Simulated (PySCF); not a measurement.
Start geometry of `[F][W]([F])([F])([F])([F])[Cl]` (WClF5) from GFN2-xTB (Å):
```
atom  x, y, z in Å
W1     0.0619   -0.0769   -0.0220
Cl2   -0.0340   -0.0245    2.2226
F3    -0.0469    0.0029   -1.9077
F4     1.9293    0.0125   -0.0747
F5    -1.8361   -0.0245   -0.1241
F6    -0.0163    1.8431   -0.0775
F7     0.0340   -1.8347   -0.0852
```

Task: What comes out of this run: PySCF, PBE0-D3(BJ)/def2-SVP geometry optimisation, gas phase, def2 core potentials past Kr?

Result: 
```
atom  x, y, z in Å
W1     0.014   -0.015   -0.044
Cl2   -0.008   -0.017    2.224
F3     0.014   -0.011   -1.892
F4     1.855   -0.006   -0.087
F5    -1.827   -0.025   -0.105
F6     0.011    1.826   -0.080
F7     0.033   -1.855   -0.085
```

The energy falls by 35.4 kJ/mol over 12 energy and gradient evaluations, the largest force component goes from 0.1136 to 3.2e-04 Eh/bohr, and the atoms move by 0.052 Å rms after alignment. Among the bonds, W1–F6 and W1–F7 change most and about equally (-0.081 to +0.082 Å). Bonds longer at the end by more than 0.005 Å: 2 of 6; shorter: 4. Among the angles that change most is Cl2–W1–F3, from 173.1° to 179.5°. Rotational constants go from 1914, 1372, 1348 to 1962, 1372, 1371 MHz. The orientation of the end geometry is arbitrary; only internal coordinates are fixed.

The run used 120 basis functions and 93 SCF cycles in all.

Stationary, but not proved a minimum.
